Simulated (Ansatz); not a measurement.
`C[Se][GeH2][F]` and `[CH3][GeH2][Se]C` differ in one atom or group.

Ansatz, PBE0-D4/def2-TZVP geometries, multiplicity 1. Each molecule was computed in one conformer, which needn't be the lowest.

Scalar relativity is left out up to krypton.

| property | `C[Se][GeH2][F]` |
| --- | --- |
| zero-point energy (PBE0-D4/def2-TZVP) / kJ/mol | 147.9 |
| HOMO–LUMO gap (PBE/def2-TZVPP) / eV | 4.57 |
| HOMO–LUMO gap (PBE0/def2-TZVPP) / eV | 6.61 |
| HOMO–LUMO gap (B3LYP/def2-TZVPP) / eV | 6.10 |
| LUMO energy (PBE/def2-TZVPP) / eV | -1.25 |
| HOMO energy (PBE/def2-TZVPP) / eV | -5.82 |

Give the same properties after the change, and the shifts. (Best estimate.)

The calculation gave: 
```tsv
property	`[CH3][GeH2][Se]C`	shift
zero-point energy (PBE0-D4/def2-TZVP) / kJ/mol	237.4	89.5
HOMO–LUMO gap (PBE/def2-TZVPP) / eV	4.45	-0.12
HOMO–LUMO gap (PBE0/def2-TZVPP) / eV	6.45	-0.16
HOMO–LUMO gap (B3LYP/def2-TZVPP) / eV	5.96	-0.14
LUMO energy (PBE/def2-TZVPP) / eV	-0.75	0.50
HOMO energy (PBE/def2-TZVPP) / eV	-5.20	0.62
```

With PBE0 the HOMO rises by 0.63 eV and the LUMO rises by 0.46 eV, so the gap narrows by about 0.17 eV. PBE moves the HOMO by 0.62 eV and ωB97M-V by 0.63 eV. The zero-point energy changes by 89.5 kJ/mol with +9 modes.

B3LYP here is the variant with VWN-RPA as its local correlation; programs differ in this.

Spin–orbit coupling is left out; it splits and shifts lone-pair levels of the heavy atoms by tenths of an eV.
